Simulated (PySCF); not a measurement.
C5H7AlFN: core ionisation energies

Compound: C₅H₇AlFN.
Cartesian coordinates in Å at the PBE0-D3(BJ)/def2-SVP level; atoms count from 1:
```
atom  x, y, z in Å
F1    -1.6921    2.5459   -0.7693
C2    -1.2725    1.3485   -0.4023
C3    -2.1825    0.3452   -0.0986
C4    -1.6805   -0.8960    0.2837
C5    -0.3050   -1.0795    0.3452
N6     0.5504   -0.0949    0.0457
Al7    2.5813   -0.4524    0.1081
C8     0.0930    1.1038   -0.3221
H9    -3.2538    0.5456   -0.1638
H10   -2.3520   -1.7186    0.5345
H11    0.1387   -2.0329    0.6427
H12    2.7239   -1.0303    1.6005
H13    3.0849    1.0479   -0.1798
H14    2.7210   -1.5275   -1.0782
H15    0.8298    1.8774   -0.5538
```

Method used: delta-SCF UKS SCAN, pcX-2 on the ionised atom, pcseg-1 elsewhere, spin-free X2C (PySCF). Binding energies are ΔSCF values: E(core-ionised, relaxed orbitals) − E(ground state) at a fixed geometry, referred to the vacuum level.

Question: What binding energy does each computed site have?

Answer: 
```csv
atom(s),environment,level,binding energy (eV),above the level's lowest (eV),count
C4,aromatic CH carbon,C 1s,291.87,0.00,1
C3,aromatic CH carbon,C 1s,291.89,+0.02,1
C5,aromatic CH next to a ring nitrogen,C 1s,292.37,+0.50,1
C8,aromatic CH next to a ring nitrogen,C 1s,292.40,+0.53,1
C2,aromatic C–F carbon,C 1s,294.01,+2.14,1
N6,nitrogen bonded to Al and 2 C,N 1s,406.62,0.00,1
F1,aryl fluorine,F 1s,694.16,0.00,1
Al7,aluminium bonded to N and 3 H,Al 1s,1565.25,0.00,1
```

The listed C 1s values span 2.14 eV, from C4 (bonded to 2 C (aromatic in the SMILES) and H) to C2 (bonded to F and 2 C (aromatic in the SMILES)). The widest gap between neighbouring values is 1.61 eV, between 292.40 and 294.01 eV. The values 291.87 and 291.89 eV; the values 292.37 and 292.40 eV lie too close for their order to be trusted.

Question: Which photon wavelength matches the C 1s of C8 threshold?

Answer: λ = hc/E = 12398.42 eV Å / 292.40 eV = 42.402 Å.

Question: Which photon energy gives electrons from C 1s of C8 a kinetic energy of 100 eV, and what is their de Broglie wavelength?

Answer: hν = 292.40 + 100 = 392.40 eV, recoil neglected; λ = 12.264 Å/√(E/eV) = 1.23 Å.

Spin contamination (⟨S²⟩ against 0.75 for a pure doublet) is marked for C 1s of C2 (0.85) and C 1s of C3 (0.86), which makes these values less certain. Isolated species at its PBE0-D3(BJ)/def2-SVP geometry, gas phase.
